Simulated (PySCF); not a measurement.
# Deuteron quadrupole couplings in `C#C[SiH2]O[Si@H](OC)S[SiH3]`

Compound: C3H10O2SSi3.
Cartesian coordinates in Å at the GFN2-xTB level; atoms count from 1:
```xyz
19
C3H10O2SSi3 angstrom
C      2.342   -0.617    1.484
C      2.314   -0.448    0.294
Si     2.178   -0.177   -1.537
O      0.670    0.334   -1.900
Si    -0.893    0.340   -1.501
O     -1.094    0.855    0.025
C     -0.505    1.999    0.574
S     -1.736   -1.599   -1.427
Si    -2.063   -1.812    0.691
H      2.383   -0.770    2.525
H      2.396   -1.433   -2.247
H      3.004    0.962   -1.938
H     -1.501    1.180   -2.514
H      0.545    2.068    0.283
H     -1.031    2.894    0.235
H     -0.578    1.924    1.659
H     -3.047   -0.832    1.130
H     -0.798   -1.693    1.405
H     -2.594   -3.166    0.764
```

Level: PBE0/pcSseg-1 (PySCF, non-relativistic); Q(2H) = 0.00286 b; rigid geometry, the same for H and D, with no vibrational averaging.

Problem. Rank these positions by the coupling χzz of a deuteron there, largest first.
A. H12 (Si–H hydrogen)
B. H18 (Si–H hydrogen)
C. H14 (methyl hydrogen)
D. H10 (alkyne hydrogen)
E. H16 (methyl hydrogen)

Solution. D (259 kHz), E (204 kHz), C (199 kHz), B (112 kHz), A (107 kHz).

Problem. Tabulate Vzz, the asymmetry η and χzz = 234.96 MHz × Q × Vzz for every hydrogen position.

Solution. 
| atom | bonded to | bond length (Å) | Vzz (au) | η | χzz (kHz) |
| --- | --- | --- | --- | --- | --- |
| H10 | C1 | 1.053 | 0.3848 | 0.00 | 259 |
| H11 | Si3 | 1.459 | 0.1606 | 0.01 | 108 |
| H12 | Si3 | 1.463 | 0.1586 | 0.00 | 107 |
| H13 | Si5 | 1.449 | 0.1681 | 0.03 | 113 |
| H14 | C7 | 1.092 | 0.2959 | 0.10 | 199 |
| H15 | C7 | 1.092 | 0.2984 | 0.08 | 200 |
| H16 | C7 | 1.090 | 0.3031 | 0.07 | 204 |
| H17 | Si9 | 1.456 | 0.1678 | 0.04 | 113 |
| H18 | Si9 | 1.457 | 0.1663 | 0.03 | 112 |
| H19 | Si9 | 1.456 | 0.1662 | 0.02 | 112 |

Problem. Average by the element that carries the hydrogen.

Solution. on C: 215 kHz over 4 positions, mean bond length 1.082 Å; on Si: 111 kHz over 6 positions, mean bond length 1.457 Å.

Problem. How does χzz go with the bond length over the 6 Si–H bonds?

Solution. A straight-line fit has a slope of -4.7 kHz for each 0.01 Å, with a correlation coefficient of -0.81, over lengths from 1.449 to 1.463 Å. The longer bonds have the smaller couplings here.

Problem. Give the 2H NMR doublet splittings at H18 for a magnetic field along the z, y and x axes of the gradient: 3χ/2, 3χ(1 + η)/4, 3χ(1 − η)/4.

Solution. With |χ| = 111.8 kHz and η = 0.032: 168, 87 and 81 kHz, to first order and without motion.

Geometry: GFN2-xTB, one conformer, isolated molecule. GFN2-xTB bond lengths can be off by several hundredths of an ångström, more for odd bonds, and the gradients follow them. The small basis limits the accuracy of the gradients.
